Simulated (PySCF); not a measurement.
Magnetic susceptibility: `InChI=1S/C6H12N2/c1-3-6-4-5-8(2)7-6/h3-5H2,1-2H3`

Geometry:
```csv
atom,x (Å),y (Å),z (Å)
C1,2.887,0.431,0.270
C2,1.641,1.222,-0.132
C3,0.405,0.404,-0.014
N4,-0.503,0.624,0.851
N5,-1.461,-0.337,0.809
C6,-2.787,0.070,1.180
C7,-1.301,-1.162,-0.396
C8,0.114,-0.815,-0.873
H9,3.769,1.064,0.214
H10,2.786,0.066,1.289
H11,3.034,-0.420,-0.391
H12,1.751,1.563,-1.166
H13,1.536,2.095,0.513
H14,-3.322,0.567,0.358
H15,-3.357,-0.808,1.489
H16,-2.705,0.759,2.017
H17,-2.062,-0.895,-1.143
H18,-1.424,-2.214,-0.133
H19,0.172,-0.589,-1.938
H20,0.822,-1.615,-0.650
```

Computed with PySCF 2.14.0, GIAO OPBE/6-31G magnetisability, rotational g tensor and spin-rotation constants, non-relativistic, gas phase. Geometry: GFN2-xTB.

(1) What are the magnetisability and the molar susceptibility?

(2) Split it along the inertial axes a, b, c into diamagnetic and paramagnetic parts about the centre of mass, with the quadrupole moment.

(3) And the rotational g tensor?

## Answers

(1) Isotropic -1302 × 10⁻³⁰ J/T², or -78.4 × 10⁻⁶ cm³/mol; principal values -1426, -1246, -1233 × 10⁻³⁰ J/T², anisotropy 187 × 10⁻³⁰ J/T² (root of half the summed squared differences of the principal values). The susceptibility is in cgs units.

(2) 
```tsv
axis	χ (10⁻⁶ cm³/mol)	diamagnetic (10⁻⁶ cm³/mol)	paramagnetic (10⁻⁶ cm³/mol)	summed x² of all electrons (Å²)	quadrupole Θ (D Å)
a	-78.1	-378.6	300.5	235.8	+5.83
b	-74.3	-1109.9	1035.6	63.5	-2.30
c	-82.7	-1269.7	1187.0	25.8	-3.53
```
Anisotropies 2χaa − χbb − χcc = +0.8 and 2χbb − χaa − χcc = +12.1 × 10⁻⁶ cm³/mol. Θ is traceless in Buckingham's convention.

(3) 
```tsv
axis	rotational constant (GHz)	g	nuclear part	electronic part
a	4.7702	-0.0223	0.6510	-0.6734
b	1.2703	-0.0054	0.6127	-0.6180
c	1.0921	+0.0001	0.6091	-0.6090
```
Asymmetric top; isotopes 12C, 1H, 14N; no vibrational averaging.
